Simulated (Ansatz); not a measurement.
`[CH3][W](=[O])([F])=[S]` and `[O]=[W]([F])(=[S])[Cl]` differ in one atom or group.

Ansatz, PBE0-D4/def2-TZVP geometries, multiplicity 1. 

Elements past krypton have def2 core potentials.

```tsv
property	`[CH3][W](=[O])([F])=[S]`
HOMO energy (PBE0/def2-TZVPP) / eV	-7.91
HOMO energy (PBE/def2-TZVPP) / eV	-6.67
LUMO energy (PBE0/def2-TZVPP) / eV	-2.90
LUMO energy (ωB97M-V/def2-TZVPP) / eV	-0.81
HOMO–LUMO gap (PBE/def2-TZVPP) / eV	3.03
HOMO–LUMO gap (ωB97M-V/def2-TZVPP) / eV	9.20
```

**Question.** What does the change do to each property? (An estimate is asked.)

**Answer.** The calculation gave: 
| property | `[O]=[W]([F])(=[S])[Cl]` | shift |
| --- | --- | --- |
| HOMO energy (PBE0/def2-TZVPP) / eV | -8.28 | -0.37 |
| HOMO energy (PBE/def2-TZVPP) / eV | -7.02 | -0.35 |
| LUMO energy (PBE0/def2-TZVPP) / eV | -3.25 | -0.35 |
| LUMO energy (ωB97M-V/def2-TZVPP) / eV | -1.18 | -0.37 |
| HOMO–LUMO gap (PBE/def2-TZVPP) / eV | 3.09 | 0.06 |
| HOMO–LUMO gap (ωB97M-V/def2-TZVPP) / eV | 9.19 | -0.01 |
